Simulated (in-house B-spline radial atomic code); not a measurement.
## Ionising Cd46+ with different functionals

Computed with an all-electron radial atomic-structure program (B-spline basis): four-component Dirac-Coulomb Hamiltonian, Fermi nucleus of rms radius 4.6087 fm, spin-restricted, spherical fractional occupations for the functionals. The ionisation energy is the difference of two self-consistent energies, 1s2 → 1s1, without Breit or QED terms; ε is the level of the shell that loses the electron (mean over j).

```
  method  rung  ΔSCF (eV)  -ε(1s) (eV)
LDA VWN5   LDA    31539.5      31162.8
    BLYP   GGA    31588.0      31208.0
    PW91   GGA    31586.2      31206.7
    RPBE   GGA    31588.6      31208.0
```

(1) How do they compare with the NIST value?

Answers

(1) NIST lists 31451.07 eV ± 0.017 (tabulated theory, ground level to ground level). Errors run from +88.4 to +137.6 eV. The correlated functionals all miss on the same side by more than they spread, so the cause is common to them (Breit-QED terms, spin polarisation, or a listed next ion that isn't the cheapest removal here) and closeness doesn't rank the functionals.
